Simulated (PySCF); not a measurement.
C₃H₁₁NSi₂, SMILES C=C([SiH3])C[SiH2]N.

Coordinates come from a PBE0-D3(BJ)/def2-SVP optimisation. This is a generated structure with no PubChem entry under its InChIKey; it may be hypothetical. Other conformers were not sampled.

The numbers are results of TDA-PBE0/def2-SVPD (PySCF), not measurements.

Vertical excitations. 

| state | energy (eV) | λ (nm) | f | main pairs |
|---|---|---|---|---|
| S1 | 6.02 | 206 | 0.055 | HOMO→LUMO 60 %, HOMO−1→LUMO 27 % |
| S2 | 6.25 | 198 | 0.017 | HOMO→LUMO+1 73 %, HOMO−1→LUMO+1 13 % |
| S3 | 6.48 | 191 | 0.003 | HOMO→LUMO+2 88 % |
| S4 | 6.69 | 185 | 0.001 | HOMO−2→LUMO 86 % |
| S5 | 6.75 | 184 | 0.047 | HOMO−1→LUMO+1 58 %, HOMO→LUMO+1 11 %, HOMO−1→LUMO 9 % |
| S6 | 6.89 | 180 | 0.246 | HOMO−1→LUMO 55 %, HOMO→LUMO 18 %, HOMO−1→LUMO+1 12 % |
| T1 | 3.93 | 316 | 0 | HOMO→LUMO 71 %, HOMO−1→LUMO 22 % |
| T2 | 5.84 | 212 | 0 | HOMO→LUMO+1 33 %, HOMO−1→LUMO 23 %, HOMO−1→LUMO+1 18 %, HOMO→LUMO 10 % |
Triplets are in the Tamm–Dancoff approximation.
